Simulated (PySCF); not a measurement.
**Polarisability and C₆ of Bi²⁺ (bismuth, charge +2)**

[Xe] 4f14 5d10 6s2 6p1, 2P determinant. All numbers are calculated (PySCF 2.14, a scalar-relativistic core potential, in def2-QZVPPD with the def2 core potential (60 electrons)). Coupled (time-dependent) response in atomic units; α is the mean over directions.

| method | mean α (bohr³) | α xx, yy, zz | C₆ (like pair) | S(−4) |
| --- | --- | --- | --- | --- |
| UHF | 17.00 | 16.23, 18.52, 16.23 | 127.6 | 72.72 |
| PBE | 16.06 | 14.93, 18.31, 14.93 | 119.0 | 67.00 |
| PBE0 | 16.14 | 15.14, 18.14, 15.14 | 119.9 | 66.30 |
| TPSS | 16.22 | 15.13, 18.41, 15.13 | 121.4 | 66.96 |

S(−4) is the Cauchy moment in α(ω) = α(0) + S(−4) ω² + …

Spin-orbit coupling is absent.

α(iu) at TPSS:

```csv
u (hartree),α(iu) (bohr³)
0,16.22
0.0500,16.06
0.100,15.59
0.200,14.03
0.300,12.16
0.500,8.956
0.750,6.403
1.00,4.886
1.50,3.228
2.00,2.337
3.00,1.397
5.00,0.6524
```

For an ion, C₆ is the dispersion term alone; charge-induced terms of lower order in 1/R come first.

The components differ because the open shell of this determinant is not spherical; for a pure term their mean is the scalar polarisability.

Energies and moments cover only the electrons outside the core potential. Spin-orbit coupling, absent here, splits the open shell strongly.
